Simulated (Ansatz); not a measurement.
```json
{"atom": "C", "x (Å)": "1.4483", "y (Å)": "-0.0032", "z (Å)": "0.2258"}
{"atom": "C", "x (Å)": "0.7280", "y (Å)": "1.2616", "z (Å)": "-0.2170"}
{"atom": "C", "x (Å)": "-0.7286", "y (Å)": "1.2655", "z (Å)": "0.2174"}
{"atom": "C", "x (Å)": "-1.4648", "y (Å)": "-0.0062", "z (Å)": "-0.2303"}
{"atom": "C", "x (Å)": "-0.7304", "y (Å)": "-1.2525", "z (Å)": "0.2270"}
{"atom": "C", "x (Å)": "0.7204", "y (Å)": "-1.2590", "z (Å)": "-0.2228"}
{"atom": "H", "x (Å)": "1.5219", "y (Å)": "-0.0080", "z (Å)": "1.3303"}
{"atom": "H", "x (Å)": "2.4918", "y (Å)": "-0.0080", "z (Å)": "-0.1418"}
{"atom": "H", "x (Å)": "0.7567", "y (Å)": "1.3298", "z (Å)": "-1.3285"}
{"atom": "H", "x (Å)": "1.2564", "y (Å)": "2.1584", "z (Å)": "0.1431"}
{"atom": "H", "x (Å)": "-1.2432", "y (Å)": "2.1583", "z (Å)": "-0.1382"}
{"atom": "H", "x (Å)": "-0.7608", "y (Å)": "1.3232", "z (Å)": "1.3399"}
{"atom": "H", "x (Å)": "-1.5336", "y (Å)": "0.0073", "z (Å)": "-1.3265"}
{"atom": "H", "x (Å)": "-2.4905", "y (Å)": "-0.0043", "z (Å)": "0.1548"}
{"atom": "H", "x (Å)": "-1.2479", "y (Å)": "-2.1678", "z (Å)": "-0.1399"}
{"atom": "H", "x (Å)": "-0.7608", "y (Å)": "-1.3255", "z (Å)": "1.3212"}
{"atom": "H", "x (Å)": "1.2452", "y (Å)": "-2.1525", "z (Å)": "0.1521"}
{"atom": "H", "x (Å)": "0.7734", "y (Å)": "-1.3231", "z (Å)": "-1.3337"}
```

Basis set: cc-pVDZ (spherical functions). Correlated methods keep 6 orbitals frozen. Charge 0, multiplicity 1.

Computed with Ansatz (development build ahead of 0.2.0); each method stands on the lowest determinant of its kind that the runs found. Restricted open shells among the atoms or ions are ROHF, correlated in semicanonical orbitals with singles.

The atomization energy at this shape (free ground-state atoms in the same class of orbitals less the molecule, no zero-point energy) of singlet C₆H₁₂:

| method | atomization energy |
| --- | --- |
| RHF | 5608.1 kJ/mol |

What does RHF-MP2 give?

6987.6 kJ/mol.
